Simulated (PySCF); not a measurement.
H₂OSn, SMILES [OH][SnH] (connectivity only; charge and spin as stated), neutral, multiplicity 1.

Geometry: B3LYP-D3(BJ)/def2-TZVP. The def2 effective core potentials stand for the cores of Sn; spin–orbit coupling is left out.

Calculation: PySCF with B3LYP-D3(BJ)/def2-TZVP.

Frequencies are harmonic and unscaled.

Computed vibrational spectrum:
```csv
mode,ν (cm⁻¹),IR (km/mol),Raman (Å⁴/amu),depolarisation,moving atoms (share of kinetic energy)
1,525,148.2,2.8,0.75,H 92 %
2,569,153.8,22.3,0.73,"H 75 %, O 20 %"
3,584,30.1,17.1,0.46,"O 66 %, H 25 %, Sn 8 %"
4,805,24.4,7.7,0.63,"H 90 %, O 9 %"
5,1631,528.5,248.9,0.39,H 99 %
6,3825,55.8,117.3,0.23,H 94 %
```
